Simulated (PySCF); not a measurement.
How methods differ on the excitation energy of Cu

Cu [Ar] 3d10 4s1 (2S) → Cu [Ar] 3d9 4s1 5s1 (4D), as a difference of total energies. Computed with PySCF 2.14 in dyall-av2z (16s12p7d2f, 101 functions), with the non-relativistic Hamiltonian (point nucleus). Correlated levels: valence: [Ar] frozen; virtual orbitals above 40 to 60 times the deepest correlated orbital energy dropped. The calculations carry no spin-orbit coupling.

```json
{"method": "UHF", "excitation energy (eV)": "5.057"}
{"method": "MP2 (valence)", "excitation energy (eV)": "8.517"}
{"method": "SCS-MP2 (valence)", "excitation energy (eV)": "8.140"}
{"method": "CCSD (valence)", "excitation energy (eV)": "7.467"}
{"method": "CCSD(T) (valence)", "excitation energy (eV)": "7.753"}
```

Problem. How much does correlation contribute at CCSD(T) (valence)?

Solution. 7.753 − (5.057) = 2.696 eV, measured against UHF.

A first-order spin-orbit estimate (lowest level to lowest level, LS coupling) adds -0.104 eV.

The upper state lies above the first ionisation limit, but in LS coupling its spin forbids autoionisation to the ground ion. A Rydberg-like electron needs more diffuse functions than a valence basis has.

The promoted electron is Rydberg-like, and one or two diffuse shells describe it only roughly, which tends to raise the upper state.
